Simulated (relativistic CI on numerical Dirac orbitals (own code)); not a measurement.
Hyperfine structure of Re, mass number 185

Calculated at this level of theory: Dirac-Coulomb-Breit CI, orbitals from a KLI potential per configuration, QED by a radiative potential, valence Slater integrals scaled by 0.85, P86 correlation energy added to each configuration (own radial code, finite nucleus).

Configuration list (outside the closed core [Xe] 4f14): 5d5 6s2, 5d6 6s, 5d5 6s 6p, 5d6 6p, 5d5 6s 6d, 5d7, 5d4 6s2 6p, 5d4 6s2 5f, 5d6 5f, 5d5 6s 7s, 5d6 7s. Double excitations out of closed p, d and f shells are left out; levels of such configurations are missing from the list, as are those of other unlisted configurations, and high levels can miss mixing partners.

Nuclear spin I = 5/2, μ = 3.176 μN, Q = 2.07 b (tables of Stone and Pyykkö). The electronic factors are computed for point nuclear moments, without core polarisation; leaving it out makes A of s and p electrons in near-neutral atoms 20 to 40 % too small, and it can dominate for d and f shells.

```tsv
Level	E (cm⁻¹)	A (MHz)	B (MHz)
5d6 6s 6D_9/2	7563.0	3295	2050
5d5 6s 6p 8P°_5/2	9074.4	4804	575
5d6 6s 6D_7/2	9679.5	3142	218
5d6 6s 6D_5/2	10114.6	3665	-259
5d5 6s 6p 8P°_7/2	10731.5	4282	-2020
5d6 6s 6D_3/2	11004.1	4691	-525
5d6 6s 6D_1/2	11568.2	11050	
5d5 6s 6p 8P°_9/2	13372.5	3416	1170
```

Levels with J = 0, under 50 % of one LS term, or S terms without an open s electron are left out. Small factors come from cancelling terms and can be off by tens of per cent or more.

Correlation outside the listed configurations is missing or only estimated: errors of thousands of cm⁻¹ between configurations and terms are usual at this charge. Rates and lifetimes follow the computed energies and can be off by large factors. The fine structure of a lone outer electron comes out too small, for d and f at times inverted, and misplaced configurations move strength between like terms. 11 of the 15 excited levels that our extract of the measured tables holds in this range could be paired (the sources list more); they are missed by 6017 cm⁻¹ on average and 10378 at most, and levels without a partner can miss by more. Some levels of the ground configuration have no partner and can miss by 10 % or more.

Problem. Give the hyperfine levels of 5d5 6s 6p 8P°_5/2 relative to its centre of gravity.

Solution. With K = F(F + 1) − I(I + 1) − J(J + 1), E = AK/2 + B[¾K(K + 1) − I(I + 1)J(J + 1)]/[2I(2I − 1)J(2J − 1)]: F = 0: -41630, F = 1: -36960, F = 2: -27580, F = 3: -13380, F = 4: 5803, F = 5: 30170 MHz.

LS names give the leading component of a level, which can be under half, so a name can repeat, a term be missing and a line seem to break the LS rules.
